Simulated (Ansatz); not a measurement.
Cost and result for the atomization energy of `B[N]CC` radical (11 atoms, 10 bonds).

Cartesian coordinates in Å:
```
B 1.132 1.457 -1.076
N 0.177 0.712 -0.519
C -0.701 -0.315 -0.178
C -0.394 -0.979 1.155
H 1.318 2.593 -0.723
H 1.815 0.971 -1.949
H -1.734 0.062 -0.192
H -0.662 -1.063 -0.989
H -1.110 -1.780 1.354
H -0.454 -0.254 1.968
H 0.612 -1.404 1.149
```

Charge 0, multiplicity 2. The structure was optimised at the PBE0-D4/def2-TZVP level. It is one conformer, not always the lowest. Program: Ansatz. All runs use 4 threads of a server CPU on a shared host. Times are those of one run each, without the atoms' runs, and a repeat can differ threefold. Electronic energies, without spin–orbit coupling; frozen cores. CCSD(T)/CBS adds CCSD(T) − MP2 in def2-TZVPP to the MP2 limit, and its time is that of the two runs behind it. T1 = 0.021; ⟨S²⟩ of the reference is 0.78. B3LYP takes the VWN-RPA correlation (the form of Gaussian; ORCA's B3LYP/G). HSE06 is the plane-wave form, built on full-range PBE exchange.

CCSD(T)/CBS is a level of theory with its own doubt, some kJ/mol a heavy atom from the limit and from the frozen cores, so smaller differences don't rank the functionals.

```tsv
level	functions	wall time
LDA (SPW92)/def2-TZVPP	222	1.2 s
revPBE-D4/def2-TZVPP	222	2.3 s
B3LYP-D4/def2-TZVPP (with forces)	222	3.4 s
HSE06-D4/def2-TZVPP	222	3.6 s
r2SCAN-D4/def2-TZVPP (with forces)	222	3.8 s
CAM-B3LYP-D4/def2-TZVPP	222	3.9 s
r2SCANh-D4/def2-TZVPP	222	4.2 s
B97M-V/def2-TZVPP	222	7 s
CCSD(T)/def2-SVP	91	7 s
ωB97M-V/def2-TZVPP (with forces)	222	9 s
MP2/def2-QZVPP	438	22 s
CCSD(T)/def2-TZVPP	222	7.7 min
CCSD(T)/CBS(def2)	–	8.1 min
```

Task: What atomization energy does each give, and how far from CCSD(T)/CBS? (Estimate.)

Result: The calculation gave: 
| level | atomization (kJ/mol) | difference from CCSD(T)/CBS | per bond |
| --- | --- | --- | --- |
| LDA (SPW92)/def2-TZVPP | 4651.6 | 605.0 | 60.5 |
| revPBE-D4/def2-TZVPP | 4084.0 | 37.4 | 3.7 |
| B3LYP-D4/def2-TZVPP (with forces) | 4111.0 | 64.4 | 6.4 |
| HSE06-D4/def2-TZVPP | 4112.2 | 65.6 | 6.6 |
| r2SCAN-D4/def2-TZVPP (with forces) | 4102.5 | 55.9 | 5.6 |
| CAM-B3LYP-D4/def2-TZVPP | 4120.4 | 73.8 | 7.4 |
| r2SCANh-D4/def2-TZVPP | 4081.0 | 34.4 | 3.4 |
| B97M-V/def2-TZVPP | 4093.2 | 46.6 | 4.7 |
| CCSD(T)/def2-SVP | 3886.4 | -160.2 | -16.0 |
| ωB97M-V/def2-TZVPP (with forces) | 4088.3 | 41.7 | 4.2 |
| MP2/def2-QZVPP | 4027.9 | -18.7 | -1.9 |
| CCSD(T)/def2-TZVPP | 3954.7 | -91.9 | -9.2 |
| CCSD(T)/CBS(def2) | 4046.6 | 0.0 | 0.0 |

From BLYP to BHLYP (50 % exact exchange), in def2-TZVPP and without D4, the atomization energy moves by −85.6 kJ/mol: exact exchange takes away binding that semilocal exchange gives to molecules. Leaving LDA and LC-ωPBE aside and taking each functional with its dispersion term where it has one, the values, not all of them listed here, spread over 176.3 kJ/mol, from BHLYP-D4 to PBE-D4. LDA lies +487.8 kJ/mol from PBE without D4, its usual overbinding. In def2-TZVPP, CCSD(T) changes the Hartree–Fock value by +914.6 kJ/mol (the triples alone add +49.2 kJ/mol) and MP2 by +933.5 kJ/mol; breaking electron pairs costs correlation energy, which Hartree–Fock lacks.
